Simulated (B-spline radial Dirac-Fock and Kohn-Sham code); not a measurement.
Elastic and transport cross sections of cerium for electrons

The computed values come from a radial finite-basis atomic code: relativistic (Dirac) partial waves in the static field of the Dirac-Fock atom with Furness-McCarthy exchange, without polarisation or absorption potentials. σ_tr1 and σ_tr2 weight the cross section with 1 − P₁ and 1 − P₂ of cos θ; "backward" is the share scattered beyond 90°.

```
energy (eV)  σ (a₀²)  σ_tr1 (a₀²)  σ_tr2 (a₀²)  σ/σ_tr1  backward (%)
       1520     11.5         1.44         1.51     7.96           4.9
       1830     10.4         1.15         1.27     9.02           4.2
       1910     10.1         1.09         1.22     9.30           4.0
       1920     10.1         1.08         1.22     9.33           4.0
       2000     9.88         1.03         1.17     9.61           3.8
       2120     9.57        0.955         1.11     10.0           3.6
       2230     9.31        0.896         1.06     10.4           3.5
       2370     8.99        0.828        0.999     10.9           3.3
       2660     8.43        0.712        0.892     11.8           3.0
       3000     7.87        0.607        0.791     13.0           2.7
       3120     7.70        0.575        0.760     13.4           2.6
       3740        ?            ?            ?        ?             ?
       3850     6.81        0.432        0.609     15.8           2.1
       4380     6.32        0.361        0.529     17.5           1.9
       5000     5.84        0.300        0.456     19.5           1.6
       5040     5.81        0.296        0.452     19.6           1.6
```

Question: Fill in the row for 3.74 keV.

Answer: σ = 6.93 a₀², σ_tr1 = 0.450 a₀², σ_tr2 = 0.628 a₀², σ/σ_tr1 = 15.4, backward 2.2 %. The ratio σ/σ_tr1 is roughly the number of elastic collisions that randomise the direction.
